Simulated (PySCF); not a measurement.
C7H12 (charge +1 and doublet state).
Numbering: `[CH:1]1[CH+:2][CH2:3][CH2:4][CH2:5][CH2:6][CH2:7]1` (hydrogens: H8 on C1; H9 on C2; H10, H11 on C3; H12, H13 on C4; H14, H15 on C5; H16, H17 on C6; H18, H19 on C7)

Geometry (GFN2-xTB, Å), atoms numbered from 1 in this order:
```xyz
19
C7H12 angstrom
C     -0.7753    1.5114    0.2965
C      0.5876    1.5772    0.3765
C      1.6404    0.5708    0.2387
C      1.3266   -0.9034    0.0945
C      0.1023   -1.2362   -0.7525
C     -1.2379   -1.0272   -0.0545
C     -1.7046    0.4100    0.0434
H     -1.2862    2.4619    0.4100
H      0.9889    2.5716    0.5428
H      2.3473    0.7090    1.0719
H      2.2509    0.9088   -0.6182
H      2.2067   -1.3934   -0.3279
H      1.1895   -1.3470    1.0853
H      0.1696   -2.2864   -1.0371
H      0.1246   -0.6288   -1.6607
H     -2.0122   -1.5975   -0.5730
H     -1.1738   -1.4597    0.9486
H     -2.2408    0.6929   -0.8802
H     -2.5134    0.4753    0.7884
```

Method used: UKS B3LYP, pcH-1 on C H, non-relativistic, mean-field spin-orbit, GIAO (PySCF). The structure is a single GFN2-xTB conformer in the gas phase; no vibrational or solvent corrections. The geometry wasn't refined by DFT: couplings that depend on bond lengths, twists or pyramidal angles can differ widely from those at the functional's own minimum, by a factor of two or more for some ions and for spin on atoms past the first row. No stability test was run, so a lower SCF solution isn't excluded.

**Question.** The isotropic 13C couplings, averaged over equivalent nuclei, are +17.9, -16.7, +2.4, -0.9 MHz. Assign them to C1/C2; C3/C7; C4/C6; C5.

**Answer.** 
```json
{"site": "C1/C2", "a_iso (MHz)": "+17.9", "ρ(0) (bohr⁻³)": "+0.0159", "position": "largest spin population", "distance from C1 (Å)": "0.68", "spin population": "+0.40", "largest |T| (MHz)": "65.3"}
{"site": "C3/C7", "a_iso (MHz)": "-16.7", "ρ(0) (bohr⁻³)": "-0.0149", "position": "1 bond from C2", "distance from C1 (Å)": "2.03", "spin population": "-0.01", "largest |T| (MHz)": "10.9"}
{"site": "C4/C6", "a_iso (MHz)": "-0.9", "ρ(0) (bohr⁻³)": "-0.0008", "position": "2 bonds from C2", "distance from C1 (Å)": "2.91", "spin population": "0.00", "largest |T| (MHz)": "1.2"}
{"site": "C5", "a_iso (MHz)": "+2.4", "ρ(0) (bohr⁻³)": "+0.0021", "position": "3 bonds from C1", "distance from C1 (Å)": "3.07", "spin population": "+0.01", "largest |T| (MHz)": "2.8"}
```

**Question.** The isotropic 1H couplings, averaged over equivalent nuclei, are +142.8, -26.1, +18.4, +10.1 MHz. Assign them to H8/H9; H10/H11/H18/H19; H12/H13/H16/H17; H14/H15.

**Answer.** 
```
           site  a_iso (MHz)  ρ(0) (bohr⁻³)         position  distance from C1 (Å)  bound to  spin population there  largest |T| (MHz)
          H8/H9        -26.1        -0.0058   1 bond from C1                  1.58     C1/C2                  +0.40               19.9
H10/H11/H18/H19       +142.8        +0.0319  2 bonds from C2                  2.67     C3/C7                  -0.01                9.5
H12/H13/H16/H17        +18.4        +0.0041  3 bonds from C2                  3.57     C4/C6                   0.00                3.1
        H14/H15        +10.1        +0.0023  4 bonds from C1                  3.59        C5                  +0.01                2.7
```

ρ(0) is the spin density at the nucleus and T the dipolar tensor; entries for several nuclei are means. Largest spin populations (Mulliken): C1 (+0.40), C2 (+0.40), H11 (+0.06) and H18 (+0.06). Main spin sites, with 60 % or more of the largest population: C1, C2; positions count bonds from the nearest.

Examples of negative spin density at the nucleus (bohr⁻³): C3/C7 (-0.0149) and H8/H9 (-0.0058).

Means are taken over nuclei equivalent by connectivity, which assumes that they swap fast. The 1H value of +142.8 MHz is a mean of couplings from 123.6 to 162.1 MHz in this one geometry, not an average over conformers. The 1H value of +18.4 MHz is a mean of couplings from 3.8 to 33.1 MHz in this one geometry, not an average over conformers.

The SMILES `[CH]1[CH+]CCCCC1` draws the unpaired electron on C1, whose computed spin population is only +0.40.
